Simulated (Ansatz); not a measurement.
Geometry optimisation, RKS B3LYP/def2-SVP in Ansatz 0.2.0.

input.yaml

```yaml
crystal:
  periodic: [false, false, false]
  atoms:
    - { symbol: Si, position_ang: [-1.2352, 0.4911, -0.4192] }
    - { symbol: C, position_ang: [-0.0171, -0.6445, 0.2657] }
    - { symbol: "N", position_ang: [0.7686, 0.0059, 1.2903] }
    - { symbol: Al, position_ang: [1.84, -0.3178, -0.3483] }
    - { symbol: H, position_ang: [-1.7283, 0.0395, -1.7611] }
    - { symbol: H, position_ang: [-2.4338, 0.6205, 0.4811] }
    - { symbol: H, position_ang: [-0.6769, 1.8819, -0.577] }
    - { symbol: H, position_ang: [-0.2981, -1.6531, 0.5294] }
    - { symbol: H, position_ang: [3.1611, -1.09136, -0.18123] }
    - { symbol: H, position_ang: [2.7218, 0.2345, -1.4719] }
basis:
  gaussian: { orbitals: def2-SVP }
hamiltonian:
  xc: b3lyp
relax:
  f_tol: 0.02
  max_steps: 50
```

Launched with:

```bash
$ ansatz run input.yaml --threads 2 --pin off --max-ram 3072MiB --backend cpu --events-out ev --progress --plain --runs-dir out
```

Problem. Where does it end, and by what steps?

Solution. The run converged. The force dipped under the threshold on the way, but the program's further checks kept it going. After 29 steps the energy has fallen by 4.584 eV; H9 moved furthest, 1.58 Å. Parted: C2–Al4 (1.98 → 3.02 Å).

```json
{"step": "0", "energy less start (eV)": "0.0000", "largest force component (eV/Å)": "4.344", "accepted": "yes"}
{"step": "2", "energy less start (eV)": "-2.3300", "largest force component (eV/Å)": "4.813", "accepted": "yes"}
{"step": "4", "energy less start (eV)": "-3.4877", "largest force component (eV/Å)": "0.972", "accepted": "yes"}
{"step": "6", "energy less start (eV)": "-3.8573", "largest force component (eV/Å)": "0.984", "accepted": "yes"}
{"step": "8", "energy less start (eV)": "-4.0976", "largest force component (eV/Å)": "0.445", "accepted": "yes"}
{"step": "10", "energy less start (eV)": "-4.2394", "largest force component (eV/Å)": "0.656", "accepted": "yes"}
{"step": "12", "energy less start (eV)": "-4.3805", "largest force component (eV/Å)": "0.453", "accepted": "yes"}
{"step": "14", "energy less start (eV)": "-4.5004", "largest force component (eV/Å)": "0.291", "accepted": "yes"}
{"step": "16", "energy less start (eV)": "-4.5674", "largest force component (eV/Å)": "0.180", "accepted": "yes"}
{"step": "18", "energy less start (eV)": "-4.5822", "largest force component (eV/Å)": "0.050", "accepted": "yes"}
{"step": "20", "energy less start (eV)": "-4.5826", "largest force component (eV/Å)": "0.031", "accepted": "yes"}
{"step": "22", "energy less start (eV)": "-4.5829", "largest force component (eV/Å)": "0.048", "accepted": "yes"}
{"step": "24", "energy less start (eV)": "-4.5832", "largest force component (eV/Å)": "0.051", "accepted": "yes"}
{"step": "26", "energy less start (eV)": "-4.5834", "largest force component (eV/Å)": "0.035", "accepted": "yes"}
{"step": "28", "energy less start (eV)": "-4.5835", "largest force component (eV/Å)": "0.045", "accepted": "yes"}
{"step": "29", "energy less start (eV)": "-4.5837", "largest force component (eV/Å)": "0.015", "accepted": "yes"}
```

```xyz
10
Properties=species:S:1:pos:R:3
Si -1.551 0.699 -0.249
C -0.309 -0.738 0.037
N 0.933 -0.636 -0.120
Al 2.673 -0.456 -0.356
H -2.502 0.316 -1.336
H -2.340 0.928 0.999
H -0.805 1.931 -0.625
H -0.754 -1.713 0.361
H 3.523 0.003 0.893
H 3.236 -0.766 -1.797
```

Time of the run: 50 s on 2 threads of Intel(R) Xeon(R) Platinum 8488C (Sapphire Rapids) (shared host), peak memory 0.2 GiB.
